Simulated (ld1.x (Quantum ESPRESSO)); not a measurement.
## Transferability test, TM potential for Ge

germanium (Ge), norm-conserving Troullier–Martins (Kleinman–Bylander form), made with ld1.x (Quantum ESPRESSO) 7.5 (PBE, scalar-relativistic). Core [Ar] 3d10, reference 4s2 4p0.5 (charge +1.5). Waves: 4s (bound): rc 1.45 bohr; 4p (bound): rc 1.65 bohr; 4d channel at -0.2 Ry: rc 1.80 bohr. Local part: all-electron potential smoothed inside 1.10 bohr (lloc = -1). Core correction: none.

Energies are relative to the spin-unpolarised reference configuration 4s2 4p0.5; without spin polarisation the order of configurations can differ from experiment.

| valence configuration | charge | ΔE all-electron (eV) | error AE − PS (meV) |
| --- | --- | --- | --- |
| 4s2 4p2 | 0 | -14.092 | +18 |
| 4s2 4p1 | +1 | -6.648 | +3.4 |
| 4s2 4p0 | +2 | 8.791 | +3.8 |
| 4s1 4p2 | +1 | 2.068 | +29 |
| 4s2 4p1.5 | +0.5 | -11.290 | +9.7 |
| 4s1 4p0 | +3 | 43.582 | +122 |
| 4s1 4p3 | 0 | -6.120 | +46 |

Note: ghost state, extra bound levels that the all-electron valence spectrum of the same l lacks: s at -78.6 eV. A true bound ghost makes a file unfit for plane-wave use.
